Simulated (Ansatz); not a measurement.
`O[SiH](O)F` + `C=CF` → `C=C(F)[SiH](O)F` + H₂O  (formal exchange of groups at the Si–O bond)

Isolated molecules relaxed with PBE0-D4/def2-TZVP in Ansatz; ΔE leaves out vibrations. CCSD(T)/CBS adds triple-zeta CCSD(T) − MP2 to the extrapolated MP2 energy (def2 sets, frozen cores). This one scheme is used for every species. DFT in def2-TZVPP. One conformer a species, not always the lowest.

```
         level  ΔE (eV)
   LDA (SPW92)     1.23
      BHLYP-D4     1.34
       ωB97X-V     1.27
MP2/def2-TZVPP     1.30
```

What does CCSD(T)/CBS give? (Best estimate.)

The calculation gave: +1.26 eV. The listed levels differ from it by -0.03, 0.08, 0.01, 0.04 eV.

Largest T1 diagnostic among the species: 0.012.

In def2-TZVPP, CCSD(T) changes the Hartree–Fock value by −0.21 eV (the triples alone add −0.04 eV) and MP2 by −0.19 eV. From r2SCAN to r2SCAN0 (25 % exact exchange), in def2-TZVPP and without D4, ΔE moves by +0.03 eV.
